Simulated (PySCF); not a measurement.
A GIAO shielding run with PySCF 2.14 (density fitting, non-relativistic, gas phase) on SMILES CC#C[Si@@H]1C[C@@H](C[SiH3])[SiH2]1, C₆H₁₄Si₃:

```
$ OMP_NUM_THREADS=1 python probes_run.py task.json out

{"job": {"kind": "nmr", "xc": "PBE0", "basis": "pcSseg-1"}, "charge": 0, "multiplicity": 1}
C      4.790596     1.468608    -0.112134
C      3.656489     0.572309    -0.060717
C      2.714739    -0.180094    -0.022911
Si     1.255992    -1.309433     0.065371
C     -0.147153    -0.787721    -1.148515
C     -1.143833    -0.112587    -0.169119
C     -2.602593    -0.389871    -0.515135
Si    -3.845463     0.585958     0.535777
Si    -0.473844    -0.760700     1.525108
H      4.498341     2.415183    -0.566838
H      5.590977     1.024673    -0.704255
H      5.160764     1.659728     0.895267
H      1.783248    -2.664144    -0.176873
H     -0.609299    -1.671240    -1.594077
H      0.131030    -0.135458    -1.976123
H     -0.984690     0.971118    -0.217327
H     -2.796984    -1.462001    -0.415438
H     -2.770591    -0.148992    -1.571081
H     -3.675315     0.253227     1.952722
H     -3.627540     2.023202     0.347501
H     -5.209768     0.249773     0.119037
H     -1.301668    -1.845756     2.072642
H     -0.398189     0.271201     2.566010
```

Hardware: 1 thread of an Intel Xeon, shared host. The job also computes population analyses, field gradients, ring-centre shieldings.

(1) How large is the calculation?

(2) How long does it take, and how much memory does it need?

## Answers

(1) 92 electrons, 244 basis functions and 1333 auxiliary functions.

(2) 3.3 min of wall time, with 14 SCF cycles and 5 response iterations; peak memory 1.1 GiB. Times on a shared host scatter by some tens of per cent.
